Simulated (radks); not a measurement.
Task: The phosphorus ion P3+ is in [Ne] 3s2. Method: Dirac Kohn-Sham, relativistic LDA (MacDonald-Vosko exchange, VWN5 correlation), spin-unpolarised, spherical densities, finite nucleus; Fermi nuclear charge, rms radius of each element as measured or else 0.836 A^(1/3) + 0.57 fm; computed with a radial shooting solver on a logarithmic mesh with Libxc functionals. Sub-shells are occupied by j as written (lower j first in brackets). One electron is removed from 2p1/2, 2p3/2, 3s1/2, 2s1/2 in turn, with full relaxation. Which removal costs least, and what does each cost?

Result: 3s1/2 52.167 eV; 2p3/2 182.75 eV; 2p1/2 183.75 eV; 2s1/2 230.05 eV. The 3s1/2 electron leaves first.
